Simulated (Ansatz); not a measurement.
## Group exchange: CH4O2Si + SiH3(CH3) → Si2H4O2 + C2H6

Species: CH4O2Si `CO[Si]O`, singlet; SiH3(CH3) (methylsilane), singlet; Si2H4O2 `O[Si]O[SiH3]`, singlet; C2H6 `CC`, singlet. The partners trade CH3 for SiH3: O–CH3 and C–SiH3 bonds give way to O–SiH3 and C–CH3.

Shapes, held fixed at every level: PBE0-D4/def2-TZVP. Flexible molecules stand in one conformer, not always the lowest. Programs: Ansatz 0.2.0. The zero-point and thermal change to 298 K, harmonic and unscaled (PBE0-D4/def2-TZVP), is +3.3 kJ/mol.

```tsv
level	kind	ΔH(298 K) (kJ/mol)	less CCSD(T)/CBS estimate
HF/def2-TZVPP	Hartree–Fock	-159.5	-10.6
r2SCAN-D4/def2-TZVPP	meta-GGA	-142.0	+6.9
PBE0-D4/def2-TZVPP	global hybrid	-138.3	+10.6
wB97X-V/def2-TZVPP	range-separated hybrid	-142.0	+6.9
MP2/def2-SVP	perturbation theory	-145.8	+3.1
CCSD(T)/def2-TZVPP	coupled cluster or CI	-147.3	+1.6
CCSD/def2-TZVPP	coupled cluster or CI	-149.8	-0.9
CCSD(T)/CBS estimate	coupled cluster or CI	-148.9	0.0
```

The highest level, CCSD(T)/CBS estimate, gives ΔH(298 K) = -148.9 kJ/mol; the levels span -159.5 to -138.3. The column of differences is taken from that level and isn't an error. No measured value is set beside it here. The CBS estimate extrapolates MP2 from def2-TZVPP and def2-QZVPP and adds CCSD(T) − MP2 in the triple-zeta set, cores frozen.
